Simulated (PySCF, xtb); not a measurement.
C6H4F2, SMILES C#C[C@H](F)C=C=CF.

Geometry optimised at PBE0-D3(BJ)/def2-SVP. The structure was generated by enumeration; whether it is a known compound was not checked. One conformer was computed; it need not be the lowest.

Level of theory: IEF-PCM-M06-2X/def2-SVP (PySCF).

The values are the electrostatic part of the solvation free energy, E(continuum) − E(gas) at the gas-phase geometry, in a cavity of scaled van der Waals radii (PySCF's table); cavitation and dispersion terms are not included. In vacuum the orbital gap is 9.04 eV. The dipole moment in vacuum is 2.64 D.

Computed values in water (ε = 78.36), methanol (ε = 32.61), diethylether (ε = 4.24):
| solvent | ε | ΔG(elec) (kcal/mol) | dipole (D) | gap (eV) |
|---|---|---|---|---|
| water | 78.36 | -6.0 | 3.32 | 9.11 |
| methanol | 32.61 | -5.8 | 3.29 | 9.11 |
| diethylether | 4.24 | -4.0 | 3.08 | 9.09 |

For comparison, GFN2-xTB/ALPB(water) (xtb, at the GFN2-xTB geometry, all terms of that model) gives -4.7 kcal/mol.
